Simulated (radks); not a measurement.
Species: Hf2+. Configuration: [Xe] 4f14 5d1 6s1 (not the ground configuration).

Method: scalar-relativistic Kohn-Sham, BLYP, spin-polarised, spherical densities, finite nucleus; open shells are filled with parallel spins first (spin-orbit coupling, left out, can overturn this in heavy ions); Fermi nuclear charge, rms radius 5.347 fm; computed with a radial shooting solver on a logarithmic mesh with Libxc functionals.

Energy parts (eV):
part                       energy
total                  -410247.18
kinetic                 449370.25
electron-nucleus      -1010684.66
Hartree                 159448.05
exchange-correlation     -8380.82

Orbitals (lengths in bohr, moments of r in powers of bohr; <r^-3> diverges for s and p1/2):
orbital	occ.	eigenvalue (eV)	<r^-3>
1s up	1	-65290.02	-
1s down	1	-65290.00	-
2s up	1	-11181.30	-
2s down	1	-11181.25	-
2p up	3	-9822.640	17780
2p down	3	-9822.601	17780
3s up	1	-2561.078	-
3s down	1	-2561.064	-
3p up	3	-2155.037	3923
3p down	3	-2155.022	3923
3d up	5	-1673.751	510.1
3d down	5	-1673.722	510.1
4s up	1	-529.8159	-
4s down	1	-529.7747	-
4p up	3	-396.5700	900.1
4p down	3	-396.5287	900.1
4d up	5	-224.2416	99.22
4d down	5	-224.1883	99.24
4f up	7	-34.4882	15.54
4f down	7	-34.3493	15.60
5s up	1	-84.8128	-
5s down	1	-84.3541	-
5p up	3	-53.2625	120.1
5p down	3	-52.6260	121.5
5d up	1	-18.9244	5.784
5d down	0	-17.9163	5.942
6s up	1	-19.2030	-
6s down	0	-18.1011	-

The highest occupied level is 5d up at -18.924 eV. Spin moment in Bohr magnetons: 2. Summed over all electrons, <r^2> = 43.92 bohr^2, which gives a Langevin (diamagnetic) susceptibility term of -34.8 x 10^-6 cm^3/mol. The electron density at the nucleus is 1.283e+06 e/bohr^3 (large components only).
